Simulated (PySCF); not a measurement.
## Orbital energies and ionisation energy

Compound: 3-tert-butylfuran, C8H12O.
Atom-mapped SMILES: `[CH3:1][C:2]([CH3:3])([CH3:4])[c:5]1[cH:6][cH:7][o:8][cH:9]1` (hydrogens: H10, H11, H12 on C1; H13, H14, H15 on C3; H16, H17, H18 on C4; H19 on C6; H20 on C7; H21 on C9)

Cartesian coordinates in Å at the PBE0-D3(BJ)/def2-SVP level; atoms count from 1:
```xyz
21
C8H12O angstrom
C     -1.5973   -0.8506   -0.8354
C     -0.8043    0.1222    0.0473
C     -0.9388    1.5452   -0.5110
C     -1.3633    0.0843    1.4701
C      0.6517   -0.2791    0.0420
C      1.5188   -0.3631   -1.1029
C      2.7327   -0.7652   -0.6362
O      2.6896   -0.9369    0.6985
C      1.4344   -0.6423    1.1016
H     -2.6642   -0.5761   -0.8539
H     -1.5126   -1.8811   -0.4584
H     -1.2291   -0.8413   -1.8726
H     -0.5563    1.6097   -1.5410
H     -0.3741    2.2634    0.1026
H     -1.9954    1.8576   -0.5239
H     -2.4251    0.3751    1.4730
H     -1.2910   -0.9259    1.9020
H     -0.8229    0.7803    2.1303
H      1.2676   -0.1505   -2.1400
H      3.6870   -0.9645   -1.1172
H      1.2438   -0.7358    2.1668
```

Level: CAM-B3LYP/def2-SVPD (PySCF). Frontier orbitals with their largest atomic shares (Löwdin; up to four atoms above 4 %):

| orbital | ε (eV) | main atoms |
| --- | --- | --- |
| HOMO−3 | -10.94 | C2 21 %, C5 19 %, C4 10 %, C1 9 % |
| HOMO−2 | -10.64 | C2 22 %, C4 22 %, C3 11 %, C1 11 % |
| HOMO−1 | -9.04 | C6 29 %, O8 23 %, C5 19 %, C7 10 % |
| HOMO | -7.82 | ? |
| LUMO | 1.26 | C3 10 %, C1 10 %, C4 10 %, C9 7 % |
| LUMO+1 | 1.40 | C7 20 %, O8 19 %, C9 16 %, C6 13 % |
| LUMO+2 | 1.91 | C7 23 %, H20 15 %, O8 15 %, C6 7 % |

**Question.** What vertical ionisation energy does ΔSCF give, and how far is −ε(HOMO) from it?

**Answer.** ΔSCF: 8.52 eV (822 kJ/mol; threshold wavelength 146 nm); ⟨S²⟩ of the doublet left behind is 0.766, against 0.75 for a pure doublet. −ε(HOMO) is 7.82 eV, 0.70 eV below it. In exact Kohn–Sham theory the two would be equal; CAM-B3LYP (range-separated hybrid) falls short of its own ΔSCF value by 8 %.

**Question.** On which atoms does the HOMO lie?

**Answer.** C9 (aromatic CH next to a ring oxygen) 29 %, C7 (aromatic CH next to a ring oxygen) 24 %, C5 (substituted aromatic carbon) 17 %, C6 (aromatic CH carbon) 12 %, so no atom holds as much as 40 %. The HOMO−1 lies 1.22 eV lower.

**Question.** Shift the occupied levels rigidly so that −ε(HOMO) equals the ΔSCF value. What binding energies result?

**Answer.** The shift is +0.70 eV: HOMO 8.52, HOMO−1 9.74, HOMO−2 11.34, HOMO−3 11.64 eV. A rigid shift is only a rough guide to the deeper ionisations.

**Question.** What kinetic energy would electrons from this vertical process carry with He I light (21.218 eV)?

**Answer.** 21.22 − 8.52 = 12.70 eV.

Isolated species at its PBE0-D3(BJ)/def2-SVP geometry, gas phase.
